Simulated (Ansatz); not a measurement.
Molecule: FeH, net charge 0, sextet state. The spin state was set by rule; other spins were not relaxed. 
Geometry from a B3LYP-D3(BJ)/def2-TZVP (Ansatz, a quantum-chemistry and plane-wave program) optimisation:
SMILES: [FeH]
```xyz
2

Fe     0.0000     0.0000    -0.0627
H      0.0000     0.0000     1.6303
```
Charge 0, spin multiplicity 6.

Dipole moments at this geometry, in debye (magnitudes).

```
level               program  dipole (D)
------------------  -------  ----------
r2SCAN/def2-TZVPD    Ansatz        0.68
HSE06/def2-TZVPD     Ansatz           …
LC-wPBE/def2-TZVPD   Ansatz        0.62
wB97X-V/def2-TZVPD   Ansatz        0.73
CCSD(T)/def2-SVPD    Ansatz           …
```

Task: Some entries are withheld; supply them.

Result: 
- HSE06/def2-TZVPD, dipole (D): 0.78
- CCSD(T)/def2-SVPD, dipole (D): 1.05
